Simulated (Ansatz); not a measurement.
Basis sets compared for `c1cc2sc(-c3cc4sc(-c5cc6sccc6s5)cc4s3)cc2s1`. Charge 0, multiplicity 1. Geometry r2SCAN-D4/def2-SVP. Ansatz on 2 threads of AMD EPYC 7R13 on a shared host and a share (18 GiB) of an NVIDIA H100 80GB HBM3; times are rough, and most runs start from earlier orbitals.

Cartesian coordinates in Å:
```
C -1.965 -1.825 -7.902
C -1.094 -2.507 -7.083
C -1.019 -1.896 -5.804
S -0.150 -2.213 -4.338
C -0.885 -0.820 -3.547
C -0.543 -0.509 -2.185
C 0.334 -1.180 -1.340
C 0.406 -0.569 -0.070
S 1.275 -0.886 1.395
C 0.542 0.507 2.186
C 0.884 0.819 3.548
C 1.758 0.146 4.392
C 1.830 0.759 5.665
S 2.694 0.445 7.135
C 1.966 1.825 7.902
C 1.095 2.508 7.083
C 1.020 1.896 5.804
S 0.154 2.216 4.337
C -0.335 1.179 1.341
C -0.407 0.568 0.071
S -1.275 0.887 -1.395
C -1.758 -0.147 -4.392
C -1.831 -0.759 -5.664
S -2.696 -0.447 -7.135
H -2.227 -2.055 -8.935
H -0.542 -3.397 -7.389
H 0.890 -2.069 -1.643
H 2.311 -0.745 4.091
H 2.229 2.056 8.934
H 0.544 3.398 7.388
H -0.890 2.070 1.642
H -2.312 0.745 -4.091
```

Single mean-field runs in def2-TZVP are fitted with def2-universal-jkfit.

Binding counts from free atoms (C triplet, S triplet, H doublet) in the same basis, without a counterpoise term.

```csv
level,functions,energy (Eh),HOMO (eV),LUMO (eV),binding per atom (eV),wall time
PBE-D4/def2-SVP,400,-3076.8444,-4.58,-2.66,5.55,6 s
PBE0-D4/def2-SVP,400,-3077.0636,-5.39,-2.17,5.39,6 s
```

Question: Estimate the rows for PBE-D4/def2-TZVP (with forces), PBE0-D4/def2-TZVP.

Answer: 
```csv
level,functions,energy (Eh),HOMO (eV),LUMO (eV),binding per atom (eV),wall time
PBE-D4/def2-TZVP (with forces),828,-3078.4128,-4.61,-2.74,5.49,9.5 s
PBE0-D4/def2-TZVP,828,-3078.6235,-5.35,-2.18,5.34,9 s
```
